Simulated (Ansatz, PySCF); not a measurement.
Gas-phase reaction in SMILES: [BH]OC → C[B]O
Each molecule is optimised on its own at B3LYP-D3(BJ)/def2-TZVP (Ansatz, an electronic-structure program), one conformer each, not searched for the lowest. Frequencies are from Ansatz.

Property: isomerisation energy (enthalpy at 298 K, with B3LYP-D3(BJ) rigid-rotor harmonic-oscillator terms), in kJ/mol. Valence correlation only, unless marked. UHF or UKS for open shells. Spin-orbit coupling is left out. No relativistic terms. CBS marks a two-point X^-3 extrapolation of the correlation energy; Hartree-Fock from the larger set. [CCSD(T)-MP2]/basis is that difference in the basis named.

```json
[
 {"level": "HF/cc-pwCVTZ", "program": "Ansatz", "isomerisation energy (kJ/mol)": "-85.4", "minus last row": "13.0"},
 {"level": "HF/def2-TZVPD", "program": "PySCF", "isomerisation energy (kJ/mol)": "-84.2", "minus last row": "14.2"},
 {"level": "revPBE-D4/def2-TZVPD", "program": "Ansatz + dftd4", "isomerisation energy (kJ/mol)": "-97.1", "minus last row": "1.3"},
 {"level": "B3LYP/def2-TZVPD", "program": "Ansatz", "isomerisation energy (kJ/mol)": "-92.4", "minus last row": "6.0"},
 {"level": "M06-2X/def2-TZVPD", "program": "PySCF", "isomerisation energy (kJ/mol)": "-92.0", "minus last row": "6.4"},
 {"level": "LC-wPBE-D3(BJ)/def2-TZVPD", "program": "Ansatz + dftd3", "isomerisation energy (kJ/mol)": "-99.2", "minus last row": "-0.8"},
 {"level": "B2PLYP-D3(BJ)/def2-TZVPD", "program": "Ansatz + dftd3", "isomerisation energy (kJ/mol)": "-93.4", "minus last row": "5.0"},
 {"level": "CCSD(T)/6-31G", "program": "Ansatz", "isomerisation energy (kJ/mol)": "-84.1", "minus last row": "14.3"},
 {"level": "CCSD(T)/cc-pVDZ", "program": "PySCF", "isomerisation energy (kJ/mol)": "-90.3", "minus last row": "8.1"},
 {"level": "RI-MP2/CBS(cc-pVTZ,cc-pVQZ)+[CCSD(T)-MP2]/cc-pVTZ", "program": "Ansatz", "isomerisation energy (kJ/mol)": "-98.4", "minus last row": "0.0"}
]
```
